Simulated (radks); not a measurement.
Q: Isoelectronic series with 19 electrons, each ion in its NIST ground configuration. Method: scalar-relativistic Kohn-Sham, r2SCAN, spin-polarised, spherical densities, finite nucleus; open shells are filled with parallel spins first (spin-orbit coupling, left out, can overturn this in heavy ions); meta-GGA in the generalised Kohn-Sham scheme; Fermi nuclear charge, rms radius of each element as measured or else 0.836 A^(1/3) + 0.57 fm; computed with a radial shooting solver on a logarithmic mesh with Libxc functionals. Total energies (hartree) and orbital eigenvalues (eV):

| ion | configuration | E (hartree) | 3d up | 3p down |
|---|---|---|---|---|
| Sb32+ | [Ar] 3d1 | -5734.40810 | -1904.806 | -2095.095 |
| Xe35+ | [Ar] 3d1 | -6508.74790 | -2245.771 | -2457.475 |
| La38+ | [Ar] 3d1 | -7337.3803 | -2614.484 | -2849.475 |
| Nd41+ | [Ar] 3d1 | -8221.6250 | -3011.028 | -3271.437 |
| Dy47+ | [Ar] 3d1 | -10162.8562 | -3887.999 | -4206.753 |
| Tm50+ | [Ar] 3d1 | -11223.2973 | -4368.639 | -4720.932 |
| Hf53+ | [Ar] 3d1 | -12346.0882 | -4877.541 | -5266.725 |
| Re56+ | [Ar] 3d1 | -13533.5224 | -5414.832 | -5844.619 |
| Pt59+ | [Ar] 3d1 | -14787.9349 | -5980.651 | -6455.133 |

Estimate the row of Eu44+ ([Ar] 3d1).

A: E (hartree) -9162.9003; 3d up -3435.499; 3p down -3723.730.
